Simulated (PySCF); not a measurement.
A run for PySCF: R-BP86/6-31G* on CH2O3 (a complex), monomers drawn apart or pushed together.

```python
from pyscf import gto, scf, dft, mp
from pyscf.data.elements import chemcore

mol = gto.M(
    atom='''
    O     0.36048348   -0.03780729    0.39010603
    H    -0.06909815    0.59331809   -0.19604100
    H     0.40219371   -0.86639545   -0.09790964
    O     0.44691173   -1.09699885    2.93727815
    C     0.09927501    0.00679340    2.86090306
    O    -0.25580149    1.11033079    2.83094293
    ''',
    basis='6-31g*',
    cart=True,
    charge=0, spin=0, verbose=3, max_memory=1800)
mf = dft.RKS(mol, xc='b88,p86')
mf.conv_tol = 1e-8
mf.max_cycle = 100
mf.kernel()
if not mf.converged:
    mf = mf.newton().run(mf.mo_coeff, mf.mo_occ)
```

Program output:

```
converged SCF energy = -264.999127649621
```

The run converged.

Cost: around 2.6 core-seconds (rough).
